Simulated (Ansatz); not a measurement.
Consider the ligand exchange at a Mo–F bond: `[F][Mo](=[S])(=[S])[Cl]` + NH₃ → `[NH2][Mo](=[S])(=[S])[Cl]` + H–F.

Isolated molecules relaxed with PBE0-D4/def2-TZVP in Ansatz; ΔE leaves out vibrations. CBS: MP2 limit from def2 TZ/QZ plus the TZ coupled-cluster correction, frozen cores. This one scheme is used for every species. DFT in def2-TZVPP. Elements past krypton have def2 core potentials. For Mo outer-core shells are correlated without core-valence functions, which leaves a few kJ/mol of doubt a bond. Each species was taken in one conformer, which may not be the lowest.

```
                    species  BHLYP energy (Eh)
  `[F][Mo](=[S])(=[S])[Cl]`        -1424.72327
                        NH₃          -56.54749
`[NH2][Mo](=[S])(=[S])[Cl]`        -1380.80600
                        H–F         -100.45182
```

Problem. Work out ΔE.

Solution. ΔE = (-1380.80600) + (-100.45182) − (-1424.72327) − (-56.54749) = 0.01294 Eh = +8.1 kcal/mol. CCSD(T)/CBS gives +4.6 kcal/mol.

Largest T1 diagnostic among the species: 0.024, so the coupled-cluster value is less sure than usual.

From r2SCAN to r2SCAN0 (25 % exact exchange), in def2-TZVPP and without D4, ΔE moves by −2.2 kcal/mol. In def2-TZVPP, CCSD(T) changes the Hartree–Fock value by −3.2 kcal/mol (the triples alone add −0.1 kcal/mol) and MP2 by −5.1 kcal/mol. The D4 term adds −2.1 kcal/mol with B3LYP and −1.2 kcal/mol with PBE0; it sums over pairs of atoms, weighted by their polarisabilities, and B3LYP, whose exchange is more repulsive, gets the larger term.

B3LYP here is the variant with VWN-RPA as its local correlation; programs differ in this.
